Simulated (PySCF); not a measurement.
**Mn⁺ (manganese, charge +1) across methods**

[Ar] 3d4 4s1 4p1, one real determinant (an excited configuration). All numbers are calculated (PySCF 2.14, scalar relativity by spin-free X2C-1e, in aug-cc-pwCVTZ-DK with one added diffuse shell each of s, p, d, f, g type (11s10p8d5f4g, 152 functions)).

| method | E (hartree) | mean ε 3d α (eV) | mean ε 4s α (eV) | mean ε 4p α (eV) | Σ⟨r²⟩ (bohr²) | ⟨S²⟩ |
| --- | --- | --- | --- | --- | --- | --- |
| r2SCAN | -1157.876 | -23.593 | -15.377 | -10.013 | 32.30 | 12.001 |
| PBE | -1157.658 | -22.972 | -15.065 | -9.809 | 32.53 | 12.000 |
| PBE0 | -1157.693 | -25.622 | -16.109 | -10.712 | 32.49 | 12.001 |
| LDA | -1155.447 | -23.123 | -15.270 | -9.837 | 32.41 | 12.000 |

Q: Estimate the same row for UHF.

A: E (hartree) = -1156.82203; mean ε 3d α (eV) = -32.870; mean ε 4s α (eV) = -18.781; mean ε 4p α (eV) = -12.939; Σ⟨r²⟩ (bohr²) = 32.95; ⟨S²⟩ = 12.002.

⟨L²⟩ = 8.01 against 12 for a pure F term, so this real determinant mixes terms.
